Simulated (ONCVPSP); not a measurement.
# lead ONCV: all-electron and pseudo phase curves

ONCVPSP 4.0.1 input, shortened (lines: element, Z, core and valence counts, functional; n l f; lmax; l rc ep ncon nbas qcut; lloc lpopt rc5 dvloc0; l nproj debl; icmod fcfact rcfact), PBEsol, fully relativistic:

```
  Pb 82.00   10    5  -116133      upf
    1    0    2.00
    2    0    2.00
    2    1    6.00
    3    0    2.00
    3    1    6.00
    3    2   10.00
    4    0    2.00
    4    1    6.00
    4    2   10.00
    4    3   14.00
    5    0    2.00
    5    1    6.00
    5    2   10.00
    6    0    2.00
    6    1    2.00
    2
    0    1.50    0.00    4    8    7.90
    1    1.66    0.00    4    8   10.50
    2    1.40    0.00    3    6    6.20
    4    5    1.10    0.00
    0    2    3.40
    1    2    2.10
    2    2    2.60
    1    0.20    0.00
```

Open shells are filled in proportion to 2j + 1.

The phase is arctan(r·R′/R) of the radial function R(r), unwrapped; energies in Ha, scanned from -7 to 5 Ha. A pole is an energy at which the radial function vanishes at the test radius. The pseudo phase is shifted by a multiple of π to meet the all-electron one at the reference energy, and phase errors are pseudo minus all-electron; the curves can meet again beyond the range given. Levels narrower than the energy grid can be missing from the lists of poles.

```tsv
channel	radius (bohr)	reference energy (Ha)	poles, all-electron	poles, pseudo	unbroken range about the reference energy with phases within 0.05 rad	phase error 1 Ha above the reference energy (rad)
s	1.53	-0.44	-4.98	-4.98	the whole range	-0.002
p3/2	1.68	-0.12	-2.55	-2.55	the whole range	-0.000
p1/2	1.68	-0.17	-3.53	-3.53	the whole range	-0.000
d5/2	1.42	-0.74	1.47	1.47	the whole range	-0.000
d3/2	1.42	-0.83	1.20	1.20	the whole range	-0.000
```

Phases in the s channel:

```json
{"E (Ha)": "-6.96", "all-electron": "1.221", "pseudo": "1.221"}
{"E (Ha)": "-6.32", "all-electron": "1.075", "pseudo": "1.075"}
{"E (Ha)": "-5.68", "all-electron": "-0.166", "pseudo": "-0.167"}
{"E (Ha)": "-5.04", "all-electron": "-1.544", "pseudo": "-1.544"}
{"E (Ha)": "-4.40", "all-electron": "-1.709", "pseudo": "-1.710"}
{"E (Ha)": "-3.76", "all-electron": "-1.789", "pseudo": "-1.789"}
{"E (Ha)": "-3.12", "all-electron": "-1.855", "pseudo": "-1.855"}
{"E (Ha)": "-2.48", "all-electron": "-1.930", "pseudo": "-1.930"}
{"E (Ha)": "-1.84", "all-electron": "-2.032", "pseudo": "-2.032"}
{"E (Ha)": "-1.20", "all-electron": "-2.194", "pseudo": "-2.194"}
{"E (Ha)": "-0.56", "all-electron": "-2.496", "pseudo": "-2.496"}
{"E (Ha)": "0.08", "all-electron": "-3.069", "pseudo": "-3.070"}
{"E (Ha)": "0.72", "all-electron": "-3.740", "pseudo": "-3.742"}
{"E (Ha)": "1.36", "all-electron": "-4.138", "pseudo": "-4.141"}
{"E (Ha)": "2.00", "all-electron": "-4.341", "pseudo": "-4.345"}
{"E (Ha)": "2.64", "all-electron": "-4.457", "pseudo": "-4.462"}
{"E (Ha)": "3.28", "all-electron": "-4.531", "pseudo": "-4.539"}
{"E (Ha)": "3.92", "all-electron": "-4.584", "pseudo": "-4.596"}
{"E (Ha)": "4.56", "all-electron": "-4.624", "pseudo": "-4.644"}
```
